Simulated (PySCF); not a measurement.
B(GeH3)(OH)2 (BGeH5O2), SMILES O[B](O)[GeH3].

Coordinates come from a ωB97X-D3(BJ)/def2-SVP optimisation. The structure was generated by enumeration, and PubChem lists no compound with its InChIKey, so it may never have been made. The values are those of a single conformer.

Two levels are set side by side: TDDFT-PBE/def2-SVPD (PySCF) and TDDFT-PBE0/def2-SVPD (PySCF). Vertical, same geometry. The lowest singlet is HOMO→LUMO+1 54 %, HOMO→LUMO 45 % with PBE and HOMO→LUMO 71 %, HOMO→LUMO+1 26 % with the other functional; states are paired by order. Differences are taken from unrounded values.

```tsv
quantity	TDDFT-PBE0
lowest singlet excitation (eV)	6.45
lowest triplet excitation (TDA) (eV)	5.48
first bright state (f over 0.05) (eV)	8.11
its oscillator strength	0.07
```

Task: What does TDDFT-PBE give, and how far is it from TDDFT-PBE0? (An estimate is asked for; the answer gives what the named calculation found.)

Result: 
```tsv
quantity	TDDFT-PBE	TDDFT-PBE minus TDDFT-PBE0
lowest singlet excitation (eV)	5.93	-0.52
lowest triplet excitation (TDA) (eV)	5.23	-0.25
first bright state (f over 0.05) (eV)	7.31	-0.80
its oscillator strength	0.06	-0.01
```

Functionals without exact exchange tend to place singlet excitations lower, as here. Differences between two approximate levels are no errors against the true value.

Rough cost on one machine, each run with all the roots and properties that it gave: TDDFT-PBE0 against TDDFT-PBE about 3 times.
